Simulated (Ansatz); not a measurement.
System: GeO₂, charge 0, multiplicity 1. SMILES: [O]=[Ge]=[O]
Geometry: optimised at B3LYP-D3(BJ)/def2-TZVP (Ansatz, a program for electronic structure).

Parts of the frozen-core correlation energy in STO-3G (Ansatz, hartree). Frozen orbitals: 16; correlated occupied orbitals by spin: 8 and 8; virtual: 4 and 4. No spin-orbit coupling. No relativistic terms. The restricted reference is unstable.

| term | value |
|---|---|
| reference (HF) | -2199.29748 |
| MP2 opposite-spin | (withheld) |
| MP2 same-spin | (withheld) |
| CCSD correlation | -0.20360 |
| (T) | (withheld) |
| FCI minus CCSD(T) | 0.00382 |
| T1 diagnostic | 0.048 |
| largest doubles amplitude | 0.102 |

Q: Some entries are withheld; supply them.

A: 
- MP2 opposite-spin, value: -0.16045
- MP2 same-spin, value: -0.06652
- (T), value: -0.04533
